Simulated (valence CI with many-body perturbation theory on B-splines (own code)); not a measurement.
The numbers below are computed, except where a source is named.
## Sensitivity of CI+MBPT for Te²⁹⁺

Method: relativistic CI+MBPT: five valence electrons over a frozen Dirac-Fock core [Ar], radial functions for each j: 6 s, 6 p, 5 d, 5 f, 1 g, with the one-electron correlation potential Σ1 (screened to all orders), the two-electron term Σ2, the three-electron term Σ3, Breit, model QED; selected single and double excitations, second order for the rest, scaled by the run's own slope (own B-spline code, finite nucleus).

No measured spectrum was set against this ion. As an estimate, large intervals hold to a few tenths of a per cent, small ones and those within an open d or f shell to about a per cent. Among the levels kept, up to 590 cm⁻¹ of a level comes from second order outside the variational space, and about a tenth of that is noise between levels of different J, which matters for small intervals. Only levels of the ground parity were solved; by the run's estimate the other parity begins above the list, which can be wrong where configurations are misplaced.

The reference run has the lowest level (3d3/2^4 3d5/2) J=5/2 [a] and an ionisation energy of 1706.89 eV. Its largest variational space holds 9982 state functions.

Levels are named by their leading jj configuration (3d3/2^4 stands for four electrons in 3d with j = 3/2), which in mixed levels can hold well under half, so a name can repeat and another be missing. Letters in brackets count levels of one name in rising energy.

Changed runs:
A. correlating orbitals by l 3 3 3 3 1 → 4 4 0 0 0
B. scale of Σ1 1 → 0; scale of Σ2 1 → 0; three-electron term on → off
C. scale of Σ1 1 → 0; scale of Σ2 1 → 0; three-electron term on → off; natural orbitals for correlation on → off
D. start configuration 3d5 → 3s5 (bad on purpose)

Excitation energies of the reference run in cm⁻¹, and shifts in cm⁻¹:

```tsv
Level	Reference	A	B	C
(3d3/2^4 3d5/2) J=5/2 [b]	87420	+2143	+3803	+5556
(3d3/2^3 3d5/2^2) J=7/2 [a]	136820	+2134	+2544	+4015
(3d3/2^3 3d5/2^2) J=3/2	141309	+2500	+4516	+6680
(3d3/2^3 3d5/2^2) J=11/2	144059	+1851	+1141	+2101
(3d3/2^3 3d5/2^2) J=9/2	157813	+1979	+1355	+2540
(3d3/2^3 3d5/2^2) J=5/2 [a]	158384	+1912	+2210	+3614
(3d3/2^3 3d5/2^2) J=1/2	169063	+2602	+4086	+6365
(3d3/2^3 3d5/2^2) J=7/2 [b]	197878	+2708	+3515	+5485
(3d3/2^3 3d5/2^2) J=5/2 [b]	205484	+2888	+3183	+5585
(3d3/2^2 3d5/2^3) J=7/2 [a]	226190	+2943	+4696	+7077
(3d3/2^2 3d5/2^3) J=11/2	228117	+1865	-946	-310
(3d3/2^2 3d5/2^3) J=3/2 [a]	235655	+3511	+3747	+6616
Ionisation energy (eV)	1706.89	-0.10	-11.53	-11.96
```

Run D: It gave no result: a shell was given more electrons than it holds. The program said: "a valence shell holds more than 4l+2 electrons".
